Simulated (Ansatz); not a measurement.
Calculation: frozen-core CCSD(T)/cc-pVTZ // PBE0-D3(BJ)/def2-TZVP (Ansatz, an electronic-structure program).

Ansatz 0.2 input:
```yaml
crystal:
  periodic: [false, false, false]
  atoms:
    - { symbol: Cl, position_ang: [-0.000084, 0.592898, -0.000001] }
    - { symbol: H, position_ang: [-0.96194, -0.296585, 0.000004] }
    - { symbol: H, position_ang: [0.962023, -0.296313, -0.000003] }
basis:
  gaussian: { orbitals: cc-pVTZ }
correlation:
  method: ccsd_t
total_charge: 1
```

Output:

```
Functional definition: HF
345 factors; integrals over basis functions are off by at most 8.3e-4 eV
mean field evaluation 1: about -12525.0183 eV, gradient 1.9e1 eV
mean field evaluation 2: about -12525.0189 eV, gradient 1.9e1 eV
mean field evaluation 4: about -12526.0705 eV, gradient 1.5e0 eV
mean field evaluation 8: about -12526.0858 eV, gradient 6.6e-6 eV
mean field evaluation 16: about -12526.0850 eV, gradient 3.5e-1 eV
mean field -12526.08577913 eV, -460.3251618971 hartree, gradient 1.8e-6 eV, S^2 0.000000; 0 other end points of the search recorded, 0 dependent functions left out
5 core orbitals not correlated
reference -12526.08577913 eV, -460.3251618971 hartree; 4, 4 occupied and 53, 53 virtual orbitals, 345 factors
second order -5.55044744 eV of doubles, -0.00000000 eV of singles
cycle   1  -6.01659647 eV  change   -4.7e-1 eV  update   4.1e-2
cycle   2  -6.16984119 eV  change   -1.5e-1 eV  update   1.3e-2
cycle   3  -6.17601269 eV  change   -6.2e-3 eV  update   2.8e-3
cycle   4  -6.17578047 eV  change    2.3e-4 eV  update   7.6e-4
cycle   5  -6.17556906 eV  change    2.1e-4 eV  update   1.8e-4
cycle   6  -6.17558417 eV  change   -1.5e-5 eV  update   6.1e-5
cycle   7  -6.17559019 eV  change   -6.0e-6 eV  update   1.7e-5
cycle   8  -6.17558752 eV  change    2.7e-6 eV  update   3.6e-6
perturbative correction -0.20945071 eV, -0.0076971716 hartree
Total energy: -12532.47081736 eV, -460.5598077242 hartree
```

Cost: roughly 0.8 core-seconds.
